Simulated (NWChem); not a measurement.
Species: Si₂H₅O₂Cl; SMILES O[SiH2]O[SiH2]Cl

```xyz
10

O      1.2769    -1.5707    -0.6563
Si    -0.1805    -1.8927     0.0607
O     -1.0938    -0.5099     0.2284
Si    -1.0420     1.1139     0.0264
Cl     0.6940     1.8846     0.8955
H      1.9105    -1.0412    -0.1505
H     -0.0221    -2.4610     1.4219
H     -0.8853    -2.8148    -0.8511
H     -0.9902     1.4904    -1.4029
H     -2.1914     1.7218     0.7259
```
Atoms are numbered in this order, from 1.

All runs use the structure optimised with B3LYP/6-31G* (spherical d).

**Question.** Give the principal values of the shielding tensors (ppm) of O1, Si2, O3, Si4, Cl5 from B3LYP/6-31G* (spherical d), GIAO (NWChem), with their diamagnetic and paramagnetic parts as GIAO splits them.

**Answer.** 
```json
[
 {"atom": "O1", "σ11": "221.3", "σ22": "278.1", "σ33": "309.5", "isotropic": "269.6", "diamagnetic": "390.1", "paramagnetic": "-120.5"},
 {"atom": "Si2", "σ11": "416.8", "σ22": "431.0", "σ33": "442.5", "isotropic": "430.1", "diamagnetic": "880.7", "paramagnetic": "-450.6"},
 {"atom": "O3", "σ11": "194.8", "σ22": "227.2", "σ33": "301.8", "isotropic": "241.3", "diamagnetic": "393.6", "paramagnetic": "-152.4"},
 {"atom": "Si4", "σ11": "400.3", "σ22": "412.0", "σ33": "441.9", "isotropic": "418.1", "diamagnetic": "880.8", "paramagnetic": "-462.7"},
 {"atom": "Cl5", "σ11": "721.5", "σ22": "953.7", "σ33": "1033.1", "isotropic": "902.8", "diamagnetic": "1148.0", "paramagnetic": "-245.2"}
]
```
